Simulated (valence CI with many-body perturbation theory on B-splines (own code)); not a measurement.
## Energy levels of Sm²¹⁺

Method: relativistic CI+MBPT: five valence electrons over a frozen Dirac-Fock core [Kr], a basis of 7 s, 7 p, 8 d, 6 f, 4 g, 1 h functions for each j, with the one-electron correlation potential Σ1, the two-electron term Σ2, the three-electron term Σ3, Breit, model QED; selected CI, second order for the rest (own B-spline code, finite nucleus).

No measured levels were compared; by estimate terms of the open shell hold to 2 to 4 % of their energy, and close levels can change places. Core correlation moves these levels by up to 12000 cm⁻¹, and in measured spectra 5 to 20 % of such shifts remained as error; rates that hang on mixing are uncertain with them. Among the levels kept, up to 270 cm⁻¹ of a level comes from second order outside the variational space, and about a tenth of that is noise between levels of different J, which matters for small intervals. Only levels of the ground parity were solved; by the run's estimate the other parity begins above the list, which can be wrong where configurations are misplaced.

Levels 1 to 37 of 37, with energies above the lowest level, (4d3/2^4 4d5/2) J=5/2 [a]. "Leading %" is the weight of the configuration and term that name the level; weights of strongly mixed levels are sums over their largest components and can fall short. In the jj column 3d3/2^4 stands for four electrons in 3d with j = 3/2. Lifetimes count E1, E2, E3, M1 and M2 decay at the calculated energies, and are blank where another channel may lead or the interval is too uncertain; long ones can be off by a factor of two.

| No. | Configuration | Term | J | E (cm⁻¹) | Leading % | g | Lifetime | Leading jj |
| --- | --- | --- | --- | --- | --- | --- | --- | --- |
| 1 | 4d5 | 6S | 5/2 | 0.0 | 56 | 1.752 |  | 4d3/2^4 4d5/2 (50 %) |
| 2 | 4d5 | 2F | 5/2 | 37776 | 25 | 1.134 | 781 μs | 4d3/2^4 4d5/2 (43 %) |
| 3 | 4d5 | 4G | 7/2 | 60922 | 48 | 1.133 | 1.55 ms | 4d3/2^3 4d5/2^2 (94 %) |
| 4 | 4d5 | 4D | 3/2 | 63362 | 45 | 1.286 | 369 μs | 4d3/2^3 4d5/2^2 (92 %) |
| 5 | 4d5 | 4G | 11/2 | 65536 | 56 | 1.168 |  | 4d3/2^3 4d5/2^2 (88 %) |
| 6 | 4d5 | 4G | 9/2 | 71169 | 61 | 1.160 | 41.0 ms | 4d3/2^3 4d5/2^2 (76 %) |
| 7 | 4d5 | 4D | 5/2 | 71958 | 36 | 1.111 | 769 μs | 4d3/2^3 4d5/2^2 (61 %) |
| 8 | 4d5 | 4P | 1/2 | 77220 | 56 | 1.778 | 9.43 ms | 4d3/2^3 4d5/2^2 (69 %) |
| 9 | 4d5 | 4D | 7/2 | 88561 | 23 | 1.166 | 2.57 ms | 4d3/2^3 4d5/2^2 (69 %) |
| 10 | 4d5 | 2D | 5/2 | 94474 | 37 | 1.223 | 286 μs | 4d3/2^2 4d5/2^3 (50 %) |
| 11 | 4d5 | 4D | 7/2 | 103110 | 37 | 1.188 | 736 μs | 4d3/2^2 4d5/2^3 (75 %) |
| 12 | 4d5 | 2I | 11/2 | 105750 | 61 | 1.046 | 825 μs | 4d3/2^2 4d5/2^3 (90 %) |
| 13 | 4d5 | 2D | 3/2 | 108100 | 50 | 0.846 | 1.20 ms | 4d3/2^3 4d5/2^2 (52 %) |
| 14 | 4d5 | 4D | 1/2 | 110940 | 69 | 0.740 | 477 μs | 4d3/2^2 4d5/2^3 (90 %) |
| 15 | 4d5 | 2G | 9/2 | 111400 | 46 | 1.149 | 885 μs | 4d3/2^2 4d5/2^3 (77 %) |
| 16 | 4d5 | 4P | 3/2 | 116660 | 50 | 1.163 | 191 μs | 4d3/2^2 4d5/2^3 (88 %) |
| 17 | 4d5 | 2I | 13/2 | 117220 | 99 | 1.075 | 3.91 ms | 4d3/2^2 4d5/2^3 (99 %) |
| 18 | 4d5 | 2F | 5/2 | 121800 | 39 | 1.012 | 355 μs | 4d3/2^2 4d5/2^3 (82 %) |
| 19 | 4d5 | 2H | 9/2 | 134770 | 51 | 1.108 | 260 μs | 4d3/2^2 4d5/2^3 (98 %) |
| 20 | 4d5 | 2G | 7/2 | 138160 | 61 | 0.992 | 1.13 ms | 4d3/2^2 4d5/2^3 (96 %) |
| 21 | 4d5 | 4F | 5/2 | 140280 | 51 | 1.038 | 268 μs | 4d3/2^2 4d5/2^3 (85 %) |
| 22 | 4d5 | 2D | 3/2 | 147980 | 78 | 0.784 | 660 μs | 4d3/2^2 4d5/2^3 (52 %) |
| 23 | 4d5 | 2F | 5/2 | 153070 | 32 | 1.197 | 122 μs | 4d3/2 4d5/2^4 (73 %) |
| 24 | 4d5 | 2F | 7/2 | 153910 | 54 | 1.069 | 374 μs | 4d3/2^2 4d5/2^3 (76 %) |
| 25 | 4d5 | 2S | 1/2 | 155030 | 61 | 1.893 | 272 μs | 4d3/2^2 4d5/2^3 (51 %) |
| 26 | 4d5 | 2G | 9/2 | 167370 | 55 | 1.099 | 542 μs | 4d3/2^2 4d5/2^3 (65 %) |
| 27 | 4d5 | 4F | 7/2 | 169170 | 39 | 1.195 | 178 μs | 4d3/2 4d5/2^4 (92 %) |
| 28 | 4d5 | 2H | 11/2 | 175190 | 64 | 1.067 | 184 μs | 4d3/2 4d5/2^4 (96 %) |
| 29 | 4d5 | 2D | 3/2 | 180770 | 61 | 0.866 | 130 μs | 4d3/2 4d5/2^4 (75 %) |
| 30 | 4d5 | 2D | 5/2 | 192250 | 66 | 1.122 | 163 μs | 4d3/2 4d5/2^4 (78 %) |
| 31 | 4d5 | 2G | 9/2 | 196140 | 84 | 1.110 | 274 μs | 4d3/2 4d5/2^4 (62 %) |
| 32 | 4d5 | 2D | 5/2 | 202480 | 54 | 1.101 | 212 μs | 4d3/2^2 4d5/2^3 (48 %) |
| 33 | 4d5 | 2P | 3/2 | 207850 | 80 | 1.224 | 432 μs | 4d3/2^2 4d5/2^3 (85 %) |
| 34 | 4d5 | 2G | 7/2 | 208090 | 73 | 0.957 | 235 μs | 4d3/2 4d5/2^4 (82 %) |
| 35 | 4d5 | 2P | 1/2 | 232450 | 79 | 0.917 | 200 μs | 4d3/2 4d5/2^4 (67 %) |
| 36 | 4d5 | 2D | 5/2 | 254990 | 79 | 1.178 | 85.2 μs | 4d5/2^5 (49 %) |
| 37 | 4d5 | 2D | 3/2 | 261020 | 78 | 0.882 | 120 μs | 4d3/2 4d5/2^4 (83 %) |

The ionisation energy to 4d4 3P_0 of the next ion comes out as 658.74 eV (NIST: 658 ± 4 eV (theoretical)). All 37 levels together are meant to be complete up to 275500 cm⁻¹.
